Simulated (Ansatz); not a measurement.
[closo-2-(NH2)B7H6]2- (B₇NH₈²⁻), relaxed as a singlet with RKS PBE0-D4/def2-SVPD in Ansatz, starting from the GFN2-xTB geometry. Force threshold 0.02 eV/Å.

A multiply charged anion in the gas phase is held together partly by the finite basis. The highest occupied level of the charge -2 singlet lies above zero (up to 2.66 eV). The electron is either unbound and held by the finite basis, or the level is raised by self-interaction error.

Start:

```xyz
16

B     0.803    0.095    1.040
B     0.675    0.408   -0.552
B    -0.804    0.717    0.484
B    -1.491   -0.912    0.191
B    -0.739   -0.198   -1.079
B     0.250   -1.284   -0.007
B    -0.533   -0.731    1.506
H     1.751    0.430    1.797
N     1.738    1.195   -1.431
H     1.265    1.734   -2.157
H     2.236    1.876   -0.857
H    -1.380    1.805    0.753
H    -2.608   -1.489    0.158
H    -1.198   -0.133   -2.248
H     0.814   -2.370   -0.267
H    -0.779   -1.143    2.669
```

Question: Estimate the energy that the relaxation releases and the steps that it takes.

Answer: 15.2 kJ/mol, in 7 steps; 31 s on 4 threads of Intel Xeon on a shared host. No frequencies were taken in this run, so the end may be a saddle point.

Question: Does the start keep its bonding and symmetry?

Answer: By distances, no bond broke or formed. The bond that changes most is B2–N9, from 1.59 to 1.51 Å (atoms count from 1). Point group Cs at the start, Cs at the end, both within 0.05 Å.

Question: Predict the relaxed structure.

Answer: 
```xyz
16

B     0.8081    0.1041    1.0538
B     0.6874    0.4431   -0.5607
B    -0.8138    0.7270    0.4928
B    -1.5145   -0.9232    0.1947
B    -0.7486   -0.1877   -1.0861
B     0.2578   -1.2715   -0.0144
B    -0.5435   -0.7414    1.5293
H     1.7481    0.4341    1.7717
N     1.6995    1.1845   -1.3976
H     1.2779    1.6754   -2.1804
H     2.2401    1.8542   -0.8584
H    -1.3797    1.7881    0.7595
H    -2.5985   -1.4924    0.1534
H    -1.1692   -0.1129   -2.2373
H     0.8231   -2.3306   -0.2809
H    -0.7743   -1.1510    2.6605
```
Bond lengths: 15 × B–B 1.65 to 1.86 Å; 1 × B–N 1.51 Å; 6 × B–H 1.22 to 1.23 Å; 2 × H–N 1.02 Å.
